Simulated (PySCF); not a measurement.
# Mo: ionisation energy

Mo [Kr] 4d5 5s1 (7S) → Mo⁺ [Kr] 4d5 (6S), as a difference of total energies. Calculation: PySCF 2.14, in x2c-SVPall; scalar relativity by spin-free X2C-1e. Correlated levels: valence: [Kr] frozen. The calculations carry no spin-orbit coupling.

| method | ionisation energy (eV) | error (eV) |
| --- | --- | --- |
| UHF | 6.268 | -0.824 |
| PBE0 | 7.192 | +0.100 |
| B3LYP | 7.237 | +0.145 |
| MP2 (valence) | 6.629 | -0.463 |
| SCS-MP2 (valence) | 6.389 | -0.703 |

Reference: 7.092 eV (measured; NIST Atomic Spectra Database, ionization energies).

Errors of the correlated levels include the incompleteness of this basis and the frozen core.
